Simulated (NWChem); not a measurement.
A calculation on MgO

```xyz
2

Mg     0.0000     0.0000     0.6990
O      0.0000     0.0000    -1.0486
```
Charge 0, spin multiplicity 1.

The numbers come from NWChem runs, not from measurements. Structure: optimised with PBE0/def2-SVP, a minimum by its harmonic frequencies.

Symmetry labels belong to the abelian group C2v used in the runs, with the axes of the coordinates shown; states degenerate in a higher group split over its labels.

The structure started from a generated list of species.

Problem. List the lowest 4 singlet excitations that TD-PBE/aug-cc-pVDZ gives, with oscillator strengths.

Solution. 
| state | symmetry | energy (eV) | wavelength (nm) | f |
|---|---|---|---|---|
| 1 | b1 | 0.62 | 2002 | 0.002 |
| 2 | b2 | 0.62 | 2002 | 0.002 |
| 3 | a1 | 2.88 | 431 | 0.079 |
| 4 | a2 | 3.60 | 345 | 0.000 |
